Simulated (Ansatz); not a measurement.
This geometry of AsH3 + GaH4N (10 atoms, charge 0, multiplicity 1) is a first-order saddle point.

Theory: RKS PBE-D4/def2-SVP (Ansatz 0.2.0).

```xyz
10
Properties=species:S:1:pos:R:3
Ga -0.089 -0.976 0.553
N 1.128 0.562 0.634
H 0.371 -2.097 -0.444
H -1.006 -1.088 1.827
H 0.130 1.115 -0.261
As -1.363 1.046 -1.252
H 1.242 1.045 1.536
H 2.052 0.454 0.195
H -0.663 0.187 -2.323
H -1.801 -0.248 -0.465
```

Q: Which two structures does it join? (They come from a converged band through this point; their orientation in space is the band's.)

A: Bonds broken: H5–As6. Bonds formed: Ga1–As6, N2–H5. AsH3 + GaH4N becomes AsGaH7N.

Image 0:

```xyz
10
Properties=species:S:1:pos:R:3
Ga 0.295 -0.991 0.744
N 1.577 0.275 1.076
H 0.581 -1.980 -0.442
H -0.915 -1.018 1.746
H -0.454 1.217 -0.697
As -1.702 1.084 -1.600
H 1.509 0.979 1.814
H 2.411 0.416 0.503
H -1.003 0.017 -2.464
H -2.300 0.002 -0.680
```

Image 8:

```xyz
10
Properties=species:S:1:pos:R:3
Ga -0.240 -0.798 0.245
N 1.241 0.696 0.816
H 0.772 -1.940 -0.199
H -0.993 -0.891 1.643
H 0.787 1.592 1.043
As -1.348 0.553 -1.510
H 1.788 0.406 1.639
H 1.905 0.877 0.050
H -1.170 -0.524 -2.593
H -2.744 0.028 -1.134
```

Q: How far does it lie above each of them?

A: 0.46 eV above the first and 1.53 eV above the second. This is the barrier of this one path; another mechanism may lie lower. The orbitals stay closed-shell, which can raise the energy where a bond breaks towards radicals; this wasn't checked here.

Run time: 3.8 min on 2 threads of Arm Neoverse V1, with other jobs on the host, peak memory 0.17 GiB.
